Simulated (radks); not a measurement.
Spherical jellium clusters: N electrons in a uniform positive sphere of charge N and radius rs N^(1/3), rs = 4.02 bohr. Level of theory: non-relativistic Kohn-Sham, exchange-only LDA, spin-polarised, spherical densities (a radial shooting solver with Libxc functionals). Levels are named by radial order and angular momentum (1s, 1p, 1d, 2s, ...), and open shells are averaged over m. Each electron was tried in the lowest free levels, single moves between levels near the top were tried too, and the lowest total energy was kept; such a search can miss a lower state. Energies include the self-energy of the background; IP and EA are vertical (highest electron removed, lowest free level filled), at fixed background; spill-out counts the electrons outside the background radius R, and alpha is the static dipole polarisability from linear response (closed shells only). A dash means not computed or, for alpha, an open shell; in EA it means that no bound solution was reached, which is typical of self-interaction and does not show that the anion is unstable. Real open-shell clusters deform, which this model forbids.

| N | open shells | 2S | E(N+1) + E(N-1) - 2E(N) (eV) | IP (eV) | EA (eV) | -e(HOMO) (eV) | spill-out (e) | alpha/R^3 |
|---|---|---|---|---|---|---|---|---|
| 1 | 1s(up 1, down 0) | 1 | - | - | - | 2.600 | 0.40 | - |
| 2 | none | 0 | 0.618 | 4.165 | - | 2.458 | 0.61 | 1.793 |
| 3 | 1p(up 1, down 0) | 1 | -0.671 | 3.205 | - | 1.632 | 0.92 | - |
| 4 | 1p(up 2, down 0) | 2 | -0.479 | 3.796 | - | 2.163 | 1.11 | - |
| 5 | 1p(up 3, down 0) | 3 | 0.871 | 4.121 | - | 2.505 | 1.23 | - |
| 6 | 1p(up 3, down 1) | 2 | -0.540 | 3.113 | - | 1.779 | 1.39 | - |
| 7 | 1p(up 3, down 2) | 1 | -0.365 | 3.587 | - | 2.195 | 1.52 | - |
| 8 | none | 0 | 1.066 | 3.876 | - | 2.483 | 1.63 | 1.529 |
| 9 | 1d(up 1, down 0) | 1 | -0.304 | 2.739 | - | 1.485 | 1.82 | - |
| 10 | 1d(up 2, down 0) | 2 | -0.256 | 3.033 | - | 1.776 | 1.97 | - |
| 11 | 1d(up 3, down 0) | 3 | -0.219 | 3.258 | - | 2.007 | 2.10 | - |
| 12 | 1d(up 4, down 0) | 4 | -0.188 | 3.437 | - | 2.197 | 2.21 | - |
| 13 | 1d(up 5, down 0) | 5 | 0.455 | 3.583 | - | 2.356 | 2.31 | - |
| 14 | 1d(up 5, down 0) 2s(up 1, down 0) | 6 | 0.244 | 3.086 | - | 2.001 | 2.54 | - |
| 15 | 1d(up 5, down 1) 2s(up 1, down 0) | 5 | -0.248 | 2.869 | - | 1.761 | 2.63 | - |
| 16 | 1d(up 5, down 2) 2s(up 1, down 0) | 4 | -0.242 | 3.084 | - | 1.972 | 2.72 | - |
| 17 | 1d(up 5, down 4) | 1 | -0.221 | 3.325 | 1.125 | 2.206 | 2.71 | - |
| 18 | none | 0 | 0.065 | 3.455 | 1.097 | 2.344 | 2.79 | 1.403 |
| 19 | 2s(up 1, down 0) | 1 | 0.356 | 3.364 | - | 2.299 | 2.95 | - |
| 20 | none | 0 | 0.357 | 3.004 | - | 2.026 | 3.17 | 1.443 |
| 21 | 1f(up 1, down 0) | 1 | -0.151 | 2.673 | - | 1.640 | 3.27 | - |
| 22 | 1f(up 2, down 0) | 2 | -0.137 | 2.808 | - | 1.780 | 3.36 | - |
| 23 | 1f(up 3, down 0) | 3 | -0.125 | 2.927 | - | 1.905 | 3.45 | - |
| 24 | 1f(up 4, down 0) | 4 | -0.114 | 3.033 | 1.030 | 2.017 | 3.53 | - |
| 25 | 1f(up 5, down 0) | 5 | -0.105 | 3.127 | 1.136 | 2.119 | 3.61 | - |
| 26 | 1f(up 6, down 0) | 6 | -0.097 | 3.213 | 1.234 | 2.211 | 3.68 | - |
| 27 | 1f(up 7, down 0) | 7 | 0.633 | 3.290 | - | 2.295 | 3.75 | - |
| 28 | 1f(up 7, down 0) 2p(up 1, down 0) | 8 | -0.099 | 2.638 | - | 1.722 | 3.98 | - |
| 29 | 1f(up 7, down 0) 2p(up 2, down 0) | 9 | -0.080 | 2.771 | 0.961 | 1.851 | 4.19 | - |
| 30 | 1f(up 7, down 0) 2p(up 3, down 0) | 10 | 0.034 | 2.875 | - | 1.957 | 4.39 | - |
| 31 | 1f(up 7, down 1) 2p(up 3, down 0) | 9 | -0.539 | 2.861 | 1.030 | 1.935 | 4.44 | - |
| 32 | 1f(up 7, down 5) | 2 | 0.152 | 3.029 | 1.174 | 2.092 | 4.12 | - |
| 33 | 1f(up 7, down 6) | 1 | -0.085 | 3.108 | 1.262 | 2.176 | 4.18 | - |
| 34 | none | 0 | 0.273 | 3.180 | 1.021 | 2.253 | 4.25 | 1.317 |
| 35 | 2p(up 1, down 0) | 1 | -0.080 | 2.894 | 1.128 | 2.003 | 4.40 | - |
| 36 | 2p(up 2, down 0) | 2 | - | 2.984 | 1.216 | 2.091 | 4.56 | - |

All shells are closed at N = 2, 8, 18, 20, 34 (there: 1s2 1p6 1d10 2s2 1f14); the second difference of the energy has clear peaks (12 % above both neighbours; the first and last values, which can be the largest, are not judged, and half-filled shells can peak too) at N = 5, 8, 13, 27, 30, 32, 34.
